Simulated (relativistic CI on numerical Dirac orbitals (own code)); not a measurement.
## Line list: Electric-dipole lines, Hf62+

These numbers are calculated, not measured: Dirac-Coulomb-Breit CI, KLI orbitals optimised for each configuration, model QED, unscaled Slater integrals (own radial code, finite nucleus).

Configuration list (outside the closed core 1s2): 2s2 2p6, 2s2 2p5 3s, 2s2 2p5 3p, 2s2 2p5 3d, 2s 2p6 3s, 2s 2p6 3p, 2s 2p6 3d, 2s2 2p5 4s, 2s2 2p5 4p, 2s2 2p5 4d, 2s2 2p5 4f, 2s2 2p4 3s2, 2s 2p6 4s, 2s2 2p4 3s 3p, 2s2 2p5 5s, 2s 2p6 4p, 2s2 2p5 5p, 2s2 2p4 3s 3d, 2s 2p6 4d, 2s2 2p5 5d, 2s2 2p4 3p2, 2s2 2p5 5f, 2s2 2p5 5g, 2s 2p6 4f, 2s2 2p4 3p 3d, 2s 2p5 3s2, 2s2 2p4 3d2, 2s 2p5 3s 3p, 2s 2p5 3s 3d, 2s 2p5 3p2, 2s 2p6 5s, 2s 2p6 5p, 2s 2p5 3p 3d, 2s 2p6 5d, 2s 2p6 5f, 2s 2p6 5g. Levels of other configurations are missing.

```tsv
λ vac (nm)	Lower	Upper	A (s⁻¹)	gf	Branching (%)
0.11018	2s2 2p6 1S_0 [1]	2s2 2p5 4d 1P°_1 [53]	9.06e+14	4.95e-01	89.2
0.12750	2s2 2p6 1S_0 [1]	2s2 2p5 3d 3D°_1 [29]	1.16e+15	8.45e-01	99.8
0.12828	2s2 2p6 1S_0 [1]	2s 2p6 3p 3P°_1 [26]	7.31e+14	5.41e-01	97.7
0.14428	2s2 2p6 1S_0 [1]	2s2 2p5 3d 1P°_1 [17]	2.48e+15	2.32e+00	100.0
0.31330	2s2 2p5 3d 3F°_4 [14]	2s2 2p5 5f 3G_5 [94]	7.70e+13	1.25e+00	65.5
0.37478	2s2 2p5 3s 3P°_2 [2]	2s2 2p5 4p 3D_3 [42]	3.71e+13	5.48e-01	79.5
0.38431	2s2 2p5 3p 3D_2 [5]	2s2 2p5 4d 3F°_3 [48]	8.76e+13	1.36e+00	81.3
0.42332	2s2 2p5 3p 1P_1 [7]	2s2 2p5 4d 1D°_2 [51]	7.12e+13	9.56e-01	63.9
0.42364	2s2 2p5 3p 3D_3 [6]	2s2 2p5 4d 3F°_4 [50]	1.11e+14	2.69e+00	99.6
0.42458	2s2 2p5 3p 3P_2 [8]	2s2 2p5 4d 3D°_3 [52]	8.85e+13	1.68e+00	79.9
0.44165	2s2 2p5 3d 3P°_0 [10]	2s2 2p5 4f 3D_1 [54]	1.09e+14	9.60e-01	46.4
0.44274	2s2 2p5 3d 3F°_2 [28]	2s2 2p5 4f 3G_3 [89]	1.84e+14	3.78e+00	85.7
0.44280	2s2 2p5 3d 3P°_1 [11]	2s2 2p5 4f 3F_2 [56]	1.30e+14	1.91e+00	55.6
0.44322	2s 2p6 3d 3D_1 [34]	2s 2p6 4f 3F°_2 [119]	1.92e+14	2.83e+00	77.1
0.44330	2s2 2p5 3d 3F°_3 [12]	2s2 2p5 4f 3G_4 [55]	2.14e+14	5.67e+00	93.1
0.44404	2s2 2p5 3d 3D°_2 [13]	2s2 2p5 4f 3F_3 [57]	1.69e+14	3.50e+00	73.6
0.44408	2s 2p6 3d 3D_2 [35]	2s 2p6 4f 3F°_3 [118]	2.10e+14	4.34e+00	84.4
0.44421	2s2 2p5 3d 3D°_2 [13]	2s2 2p5 4f 3F_2 [56]	7.83e+13	1.16e+00	33.6
0.45273	2s2 2p5 3d 3F°_4 [14]	2s2 2p5 4f 3G_5 [58]	2.24e+14	7.56e+00	99.8
0.45303	2s2 2p5 3d 3P°_2 [30]	2s2 2p5 4f 3D_3 [106]	2.07e+14	4.46e+00	93.2
0.45333	2s 2p6 3d 3D_3 [36]	2s 2p6 4f 3F°_4 [120]	2.24e+14	6.20e+00	92.0
0.45346	2s2 2p5 3d 1D°_2 [15]	2s2 2p5 4f 1F_3 [60]	1.85e+14	3.98e+00	81.5
0.45364	2s2 2p5 3d 3F°_3 [31]	2s2 2p5 4f 3G_4 [104]	2.21e+14	6.13e+00	99.1
0.45493	2s2 2p5 3d 3D°_3 [16]	2s2 2p5 4f 3F_4 [61]	1.98e+14	5.53e+00	88.4
0.45565	2s 2p6 3d 1D_2 [37]	2s 2p6 4f 1F°_3 [121]	2.10e+14	4.58e+00	86.8
0.46005	2s2 2p5 3d 1P°_1 [17]	2s2 2p5 4f 1D_2 [59]	1.79e+14	2.84e+00	77.8
0.95904	2s2 2p5 4d 3F°_3 [48]	2s2 2p5 5f 3G_4 [91]	3.81e+13	4.73e+00	31.4
0.97744	2s2 2p5 4d 3F°_4 [50]	2s2 2p5 5f 3G_5 [94]	4.05e+13	6.39e+00	34.4
0.97865	2s2 2p5 4d 1D°_2 [51]	2s2 2p5 5f 1F_3 [95]	3.23e+13	3.24e+00	26.3
0.98082	2s2 2p5 4d 3D°_3 [52]	2s2 2p5 5f 3F_4 [97]	3.58e+13	4.64e+00	30.0
1.0026	2s2 2p5 4f 3D_1 [54]	2s2 2p5 5g 3F°_2 [98]	5.21e+13	3.93e+00	76.3
1.0028	2s2 2p5 4f 3G_4 [55]	2s2 2p5 5g 3H°_5 [99]	6.57e+13	1.09e+01	95.6
1.0030	2s2 2p5 4f 3G_3 [89]	2s2 2p5 5g 3H°_4 [136]	5.63e+13	7.64e+00	81.9
1.0037	2s 2p6 4f 3F°_3 [118]	2s 2p6 5g 3G_4 [154]	6.54e+13	8.90e+00	75.5
1.0039	2s2 2p5 4f 3F_2 [56]	2s2 2p5 5g 3G°_3 [100]	5.26e+13	5.57e+00	76.9
1.0046	2s2 2p5 4f 3F_3 [57]	2s2 2p5 5g 3G°_4 [101]	5.83e+13	7.94e+00	84.9
1.0111	2s2 2p5 4f 3G_5 [58]	2s2 2p5 5g 3H°_6 [103]	6.72e+13	1.34e+01	98.8
1.0120	2s 2p6 4f 3F°_4 [120]	2s 2p6 5g 3G_5 [156]	6.72e+13	1.14e+01	78.3
1.0121	2s2 2p5 4f 3G_4 [104]	2s2 2p5 5g 3H°_5 [138]	6.63e+13	1.12e+01	97.6
1.0122	2s2 2p5 4f 3D_3 [106]	2s2 2p5 5g 3F°_4 [139]	6.34e+13	8.76e+00	93.0
1.0125	2s2 2p5 4f 1D_2 [59]	2s2 2p5 5g 1F°_3 [102]	5.98e+13	6.43e+00	88.5
1.0126	2s2 2p5 4f 1F_3 [60]	2s2 2p5 5g 1G°_4 [105]	5.98e+13	8.27e+00	88.2
1.0128	2s 2p6 4f 1F°_3 [121]	2s 2p6 5g 1G_4 [157]	6.57e+13	9.09e+00	76.9
1.0132	2s2 2p5 4f 3F_4 [61]	2s2 2p5 5g 3G°_5 [107]	6.25e+13	1.06e+01	92.0
2.6056	2s2 2p5 3s 3P°_2 [2]	2s2 2p5 3p 3D_3 [6]	1.29e+12	9.21e-01	100.0
```

Terms are leading LS components. Brackets give the number of a level in order of energy, since labels repeat. The list gives strong lines, with weight on those to low levels, without lines whose two gauges differ by over a factor of 2.5, among the lowest 157 of 838 levels, so that lines to higher ones, which can be the strongest, are missing. Levels whose partners in the same complex of configurations lie outside the list can be far off, and so can their lines. Rates are taken at the computed energies, electric ones in the length gauge.

At this charge energies of transitions that change n are usually good to better than 1 %, and those within a shell (Δn = 0) to a few per cent.

Q: From the table, what is the radiative lifetime of 2s2 2p5 5f 3G_5?

A: The listed rates from this level add up to about 1.18e+14 s⁻¹, 100 % of its decay; with all channels τ = 8.50e-15 s.

LS names give the leading component of a level, which can be under half, so a name can repeat, a term be missing and a line seem to break the LS rules.
